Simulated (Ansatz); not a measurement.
Spin states of the cluster AlCl₃ (the lowest singlet isomer of a short search), each relaxed with B3LYP-D4/def2-TZVP in Ansatz. Electronic energies in the gas phase.

Correlated methods freeze 20 core orbitals. In the triplet, Cl2 and Cl4 lie 2.68 Å apart (atoms count from 1), so these atoms are partly bonded to each other. In the quintet, Cl2 and Cl3 lie 2.61 Å apart, Cl2 and Cl4 lie 2.61 Å apart (atoms count from 1), so these atoms are partly bonded to each other. The structure comes from a short search, and lower isomers may exist.

Singlet geometry (D3h within 0.1 Å):

Cartesian coordinates in Å:
```
Al 0.000 0.000 0.000
Cl -0.940 1.676 -0.790
Cl -0.873 -1.874 -0.205
Cl 1.813 0.198 0.995
```

Triplet geometry (Cs within 0.1 Å):

Cartesian coordinates in Å:
```
Al 0.0696 -0.3133 -0.7765
Cl 0.8869 -1.0166 1.2563
Cl -2.0431 -0.1362 -0.7469
Cl 1.0866 1.4661 0.2671
```

Quintet geometry (C2v within 0.1 Å):

```xyz
4

Al   -0.4017   -0.9844   -1.1729
Cl    0.4552    1.1151    1.3287
Cl    1.6265   -0.7472   -0.0712
Cl   -1.6801    0.6165   -0.0846
```

⟨S²⟩: triplet 2.01 at PBE0-D4/def2-TZVP (pure 2.00), quintet 6.01 at PBE0-D4/def2-TZVP (pure 6.00).

Only these spin states were relaxed. The quintet has other bonds than the singlet, so the gap mixes isomer and spin.

```
              level  triplet − singlet (kJ/mol)  quintet − singlet (kJ/mol)  lowest of these
           HF/6-31G                       314.9                       712.0          singlet
      HF/def2-TZVPP                       401.6                       882.1          singlet
revPBE-D4/def2-TZVP                       358.1                       822.2          singlet
  BLYP-D4/def2-TZVP                       362.0                       832.5          singlet
  ωB97M-V/def2-TZVP                       424.0                       958.5          singlet
      MP2/def2-TZVP                       436.1                       969.4          singlet
     MP2/def2-TZVPP                       436.8                       971.4          singlet
    CCSD/def2-TZVPP                       427.6                       947.0          singlet
```
